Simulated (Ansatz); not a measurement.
Ansatz (an electronic-structure program) input (wB97M-V/def2-TZVPD):

Ansatz 0.2 input:
```yaml
crystal:
  periodic: [false, false, false]
  atoms:
    - {symbol: C, position_ang: [-1.16121811, -0.18331432, -0.02340017]}
    - {symbol: Si, position_ang: [0.62903689, 0.09747431, 0.00115907]}
    - {symbol: H, position_ang: [-1.68556782, 0.56423601, -0.62169877]}
    - {symbol: H, position_ang: [-1.41324193, -1.19650419, -0.34225064]}
    - {symbol: H, position_ang: [-1.51267979, -0.07261084, 1.01662181]}
    - {symbol: H, position_ang: [1.19698143, 1.44308458, -0.15835579]}
    - {symbol: H, position_ang: [1.57530031, -1.00295996, 0.22985740]}
basis:
  gaussian:
    orbitals: def2-TZVPD
hamiltonian:
  xc: {name: wB97M-V}
total_charge: 1
output: {forces: true}
```

Output:

```
Functional definition: wB97M-V
integrals: 0.05 GiB planned
713 factors; their error is unknown
integrals: 0.08 GiB planned
297 factors; integrals over basis functions are off by at most 6.6e-6 eV
mean field: 0.53 GiB planned
mean field evaluation 1: about -8979.4479 eV, gradient 5.8e1 eV
mean field evaluation 2: about -8982.0086 eV, gradient 4.3e1 eV
mean field evaluation 4: about -8986.5676 eV, gradient 4.6e-1 eV
mean field evaluation 8: about -8986.5623 eV, gradient 2.7e-1 eV
mean field evaluation 16: about -8986.5624 eV, gradient 4.9e-5 eV
mean field -8986.56240271 eV, -330.2500769888 hartree, gradient 4.9e-5 eV, S^2 0.000000; 0 other end points of the search recorded, 0 dependent functions left out
the calculation of the forces begins
reference -8986.56244681 eV, -330.2500786093 hartree; 12, 12 occupied and 113, 113 virtual orbitals, 713 factors
Total energy: -8986.56244681 eV, -330.2500786093 hartree
Atom 0 at    -1.161218    -0.183314    -0.023400 Å, force     0.065050     0.012836     0.017482 eV/Å
Atom 1 at     0.629037     0.097474     0.001159 Å, force    -0.017753    -0.001040     0.010745 eV/Å
Atom 2 at    -1.685568     0.564236    -0.621699 Å, force     0.028898    -0.022101     0.015844 eV/Å
Atom 3 at    -1.413242    -1.196504    -0.342251 Å, force     0.020323     0.033346     0.007044 eV/Å
Atom 4 at    -1.512680    -0.072611     1.016622 Å, force     0.033352    -0.001622    -0.042722 eV/Å
Atom 5 at     1.196981     1.443085    -0.158356 Å, force    -0.048656    -0.115961     0.012508 eV/Å
Atom 6 at     1.575300    -1.002960     0.229857 Å, force    -0.081214     0.094543    -0.020901 eV/Å
Dipole moment:     0.195705     0.032311     0.012869 e Å
```
